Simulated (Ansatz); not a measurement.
Computed with Ansatz on PBE0-D4/def2-TZVP structures; ΔE is electronic, products minus reactants. CBS: MP2 limit from def2 TZ/QZ plus the TZ coupled-cluster correction, frozen cores. This one scheme is used for every species. DFT in def2-TZVPP. For Ga outer-core shells are correlated without core-valence functions, which leaves a few kJ/mol of doubt a bond. Scalar relativity is left out up to krypton. One conformer a species, not always the lowest.

`O=[C](O)[GaH2]` + H₂ → `O=[CH][GaH2]` + H₂O  (hydrogenolysis of a C–O bond)

| level | ΔE (kJ/mol) |
| --- | --- |
| BHLYP-D4 | 35.4 |
| r2SCAN0 | 42.5 |

(1) What does CCSD(T)/CBS give? (Best estimate.)

Largest T1 diagnostic among the species: 0.017.

Results:

(1) Ansatz gave: +29.3 kJ/mol. The listed levels differ from it by 6.1, 13.2 kJ/mol.

Leaving LDA and LC-ωPBE aside and taking each functional with its dispersion term where it has one, the values, not all of them listed here, spread over 13.4 kJ/mol, from BHLYP-D4 to r2SCAN-D4. LDA lies +14.9 kJ/mol from PBE without D4. The D4 term adds +4.3 kJ/mol with B3LYP and +2.3 kJ/mol with PBE0; it sums over pairs of atoms, weighted by their polarisabilities, and B3LYP, whose exchange is more repulsive, gets the larger term.

B3LYP here is the variant with VWN-RPA as its local correlation; programs differ in this.
